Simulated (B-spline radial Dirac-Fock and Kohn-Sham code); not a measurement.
Relativistic shifts of the levels of Bi²⁶⁺

System: the Bi²⁶⁺ ion, [Kr] 4d10 4f11.

Both columns are ΔSCF binding energies of the configuration average from an atomic code on a B-spline grid: non-relativistic Hartree-Fock with a point nucleus, and Dirac-Fock with a finite nucleus and the Coulomb interaction alone, averaged over the two j levels with weights 2j+1.

| shell | Hartree-Fock (eV) | Dirac-Fock (eV) | shift (eV) | shift (%) |
| --- | --- | --- | --- | --- |
| 1s | 82327.9 | 91834.0 | +9506.08 | +11.55 |
| 2s | 14668.5 | 17248.6 | +2580.10 | +17.59 |
| 2p | 14138.4 | 15020.9 | +882.50 | +6.24 |
| 3s | 4133.4 | 4793.4 | +660.00 | +15.97 |
| 3p | 3881.3 | 4137.8 | +256.51 | +6.61 |
| 3d | 3416.9 | 3403.0 | -13.85 | -0.41 |
| 4s | 1496.4 | 1681.0 | +184.62 | +12.34 |
| 4p | 1382.9 | 1456.0 | +73.06 | +5.28 |
| 4d | 1174.5 | 1176.0 | +1.56 | +0.13 |
| 4f | 897.6 | 884.1 | -13.51 | -1.51 |

Relativity binds 1s, 2s, 2p, 3s, 3p, 4s, 4p, 4d more strongly, among those listed most of all 2s in relative terms, and 3d, 4f more weakly, because the contracted s and p shells screen the nucleus better.

Values without a named source are computed, but for edge energies of neutral atoms, which are taken from tables.
